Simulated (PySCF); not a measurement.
C₅H₁₃PSi.
Z-matrix (Å and degrees, GFN2-xTB geometry), rows numbered from 1:
```
C 
Si  1  1.9044
C   2  1.9089  1  109.82
C   3  1.5269  2  112.08  1    75.63
P   4  1.8608  3  110.83  2    63.36
C   5  1.8610  4   98.18  3   -72.91
C   6  1.5270  5  110.84  4    72.78
H   1  1.0859  2  110.97  3    60.09
H   1  1.0857  2  110.97  3   179.50
H   1  1.0866  2  112.16  3   -60.21
H   2  1.4721  1  110.41  3  -120.75
H   3  1.0916  2  109.50  1  -163.79
H   3  1.0918  2  110.63  1   -46.65
H   4  1.0949  3  110.43  2  -178.34
H   4  1.0940  3  110.91  2   -58.72
H   5  1.4068  4   94.88  3  -168.67
H   6  1.0951  5  107.02  4  -166.75
H   6  1.0940  5  109.63  4   -49.93
H   7  1.0917  2  110.62  1    46.68
H   7  1.0916  2  109.45  1   163.84
```

NICS = −σ at a ghost point: NICS(0) at the centroid of the ring atoms, NICS(1) 1 Å to either side along the normal of their mean plane, zz for the tensor component along that normal. Level: GIAO PBE0/pcSseg-1 (PySCF, non-relativistic, gas phase) on the GFN2-xTB geometry, one conformer.

Ring bond lengths (Å), with Mayer bond orders in brackets: Si2–C3 1.909 (0.90), C3–C4 1.527 (1.03), C4–P5 1.861 (0.97), P5–C6 1.861 (0.97), C6–C7 1.527 (1.03), C7–Si2 1.909 (0.90).

**Question.** What do the NICS probes read (ppm)?

**Answer.** 
```tsv
ring	type	NICS(0)	NICS(1), two faces	NICS(1)zz, two faces	rms pucker (Å)	centre to ring atoms, mean (Å)
Si2–C3–C4–P5–C6–C7	6-membered ring with P and Si; formal bonds all single	-2.4	-2.5 / -1.7	3.9 / 4.9	0.31	1.68
```

**Question.** What can be read from them?

**Answer.** 
- Si2–C3–C4–P5–C6–C7: mean NICS(1)zz 4.4 ppm, deshielded. Si2, C3, C4, C6, C7 have four or more neighbours, so the value isn't read as a sign of a π ring current.
